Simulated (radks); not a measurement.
Spherical quantum dot in the effective-mass picture: electrons in a parabolic well V = omega^2 r^2 / 2 with omega = 0.482, with a point charge +1 (a donor) at the centre, all in effective atomic units (hartree* = m*/eps^2 hartree, bohr* = eps/m* bohr), one dielectric constant everywhere. Method: non-relativistic Kohn-Sham, LDA (Slater exchange, Perdew-Wang correlation), spin-polarised, spherical densities; computed with a radial shooting solver with Libxc functionals. Levels are named by radial order and angular momentum (1s, 1p, 1d, 2s, ...), and open shells are averaged over m.

N = 2, configuration 1s2. This is the lowest configuration that the search found. Occupied and some empty levels:

| level | occupation | eigenvalue (hartree*) | <r> (bohr*) |
|---|---|---|---|
| 1s | 2 | 0.70980 | 1.302 |
| 1p | 0 | 1.3904 | 2.107 |
| 2s | 0 | 1.7038 | 2.316 |
| 1d | 0 | 1.8962 | 2.585 |

Energy (hartree*): total 0.229562, kinetic 1.1913, external -1.6688, Hartree 1.4037, exchange-correlation -0.69665. Static polarisability (adiabatic kernel): 3.308 bohr*^3, against N/omega^2 = 8.609 from the generalised Kohn theorem, which the central charge breaks.
